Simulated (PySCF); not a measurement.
Mayer bond orders and bond lengths

C₅H₉F₃OP₂.
SMILES with atom numbers: `[O:1]=[P:2]1([C:3]([F:4])([F:5])[F:6])[CH2:7][CH2:8][PH:9][CH2:10][CH2:11]1` (hydrogens: H12, H13 on C7; H14, H15 on C8; H16 on P9; H17, H18 on C10; H19, H20 on C11)

Cartesian coordinates in Å at the GFN2-xTB level; atoms count from 1:
```xyz
20
C5H9F3OP2 angstrom
O      1.3500   -1.3290    1.9239
P      0.7312   -0.6444    0.7934
C      1.8613   -0.8096   -0.7165
F      3.0488   -0.2678   -0.4295
F      2.0507   -2.1055   -0.9804
F      1.4463   -0.2416   -1.8588
C     -0.8520   -1.3614    0.2291
C     -1.5957   -0.5531   -0.8238
P     -1.9902    1.2049   -0.3492
C     -0.2616    1.8543   -0.1008
C      0.5472    1.1634    0.9876
H     -1.4471   -1.4648    1.1432
H     -0.6265   -2.3751   -0.1241
H     -1.0364   -0.5138   -1.7626
H     -2.5498   -1.0416   -1.0455
H     -2.2100    0.9196    1.0093
H      0.2446    1.7941   -1.0681
H     -0.3576    2.9177    0.1409
H      0.0798    1.2895    1.9705
H      1.5618    1.5748    1.0583
```

Bond orders from the PBE0/pcSseg-1 density (PySCF). Geometry: GFN2-xTB, one conformer, isolated molecule.

(1) How far do the computed orders between heavy atoms stray from the drawn ones?

(2) Give the Mayer order of every bond, beside its length.

Results:

(1) The largest departure is 0.239, at P2–C3 (drawn single, 0.761). Drawn single, order below 0.88: P2–C3 (0.761).

(2) 
| bond | drawn as | length (Å) | Mayer order |
| --- | --- | --- | --- |
| O1–P2 | double | 1.459 | 1.896 |
| P2–C3 | single | 1.893 | 0.761 |
| C3–F4 | single | 1.336 | 0.985 |
| C3–F5 | single | 1.336 | 0.987 |
| C3–F6 | single | 1.342 | 0.950 |
| P2–C7 | single | 1.827 | 0.924 |
| C7–C8 | single | 1.522 | 0.992 |
| C8–P9 | single | 1.863 | 0.971 |
| P9–C10 | single | 1.863 | 0.972 |
| C10–C11 | single | 1.522 | 0.992 |
| C11–P2 | single | 1.827 | 0.923 |
| C7–H12 | single | 1.096 | 0.926 |
| C7–H13 | single | 1.097 | 0.918 |
| C8–H14 | single | 1.093 | 0.930 |
| C8–H15 | single | 1.095 | 0.943 |
| P9–H16 | single | 1.405 | 0.933 |
| C10–H17 | single | 1.093 | 0.930 |
| C10–H18 | single | 1.095 | 0.943 |
| C11–H19 | single | 1.096 | 0.926 |
| C11–H20 | single | 1.097 | 0.918 |

By pair of heavy elements: C–P: lowest P2–C3 (0.761, 1.893 Å), highest P9–C10 and C8–P9 (0.972, 1.863 Å); in 4 of the 10 pairs the longer bond (by over 0.003 Å) has the higher order (by 0.02 or more). C–F: lowest C3–F6 (0.950, 1.342 Å), highest C3–F5 and C3–F4 (0.987, 1.336 Å). C–C: all 2 within 0.02 of one another (0.992 to 0.992). Bonds named together lie within 0.004.

Task: Sum the orders of all bonds at each heavy atom with more than one neighbour and set the sums beside the valence in the SMILES.

Result: P2 4.504 (drawn 5), C3 3.683 (drawn 4), C7 3.760 (drawn 4), C8 3.836 (drawn 4), P9 2.876 (drawn 3), C10 3.837 (drawn 4), C11 3.759 (drawn 4). Orders between atoms that aren't bonded are not in these sums.

Mayer orders depend on the basis set.
